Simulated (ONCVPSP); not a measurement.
**u(r) = r·R(r): atom against pseudo-atom (arsenic (As))**

Columns: radius, all-electron u(r) and pseudo u(r) of the 3s shell (level -190.31 eV) of arsenic in the configuration [Ne] 3s2 3p6 3d10 4s2 4p3; PBE, scalar-relativistic, ONCV scheme, ONCVPSP 4.0.1.

```tsv
r (bohr)	all-electron	pseudo
0.065	-0.1073	0.1705
0.130	-0.7700	0.3568
0.195	-0.5113	0.5657
0.260	0.1282	0.7896
0.325	0.7366	1.0077
0.390	1.1599	1.1923
0.455	1.3841	1.3186
0.520	1.4494	1.3723
0.585	1.4063	1.3527
0.650	1.2995	1.2725
0.715	1.1610	1.1514
0.780	1.0125	1.0103
0.845	0.8671	0.8667
0.910	0.7324	0.7322
0.975	0.6119	0.6117
1.040	0.5069	0.5067
1.105	0.4169	0.4167
1.170	0.3409	0.3408
1.235	0.2774	0.2773
1.300	0.2248	0.2248
1.365	0.1817	0.1816
1.430	0.1464	0.1463
1.495	0.1177	0.1176
1.560	0.0944	0.0943
1.625	0.0755	0.0755
1.690	0.0603	0.0603
```

Task: How many radial nodes do the two functions have?

Result: The all-electron 3s function has n − l − 1 = 2 (the table is too coarse to show those close to the nucleus); the pseudo-wave has 0, since the states of the same l below it are removed with the core.

Task: At about which radius was the pseudo-wave matched?

Result: 0.90 bohr, where the columns begin to agree (steps of 0.07 bohr).

Task: Where does each function peak?

Result: Outermost all-electron maximum near 0.52 bohr, pseudo maximum near 0.52 bohr (to the table’s step).

Task: Is the pseudo-wave norm-conserving?

Result: Yes: the ONCV scheme keeps the norm inside the radius equal to the all-electron one, which fixes the energy derivative of the logarithmic derivative at the level.
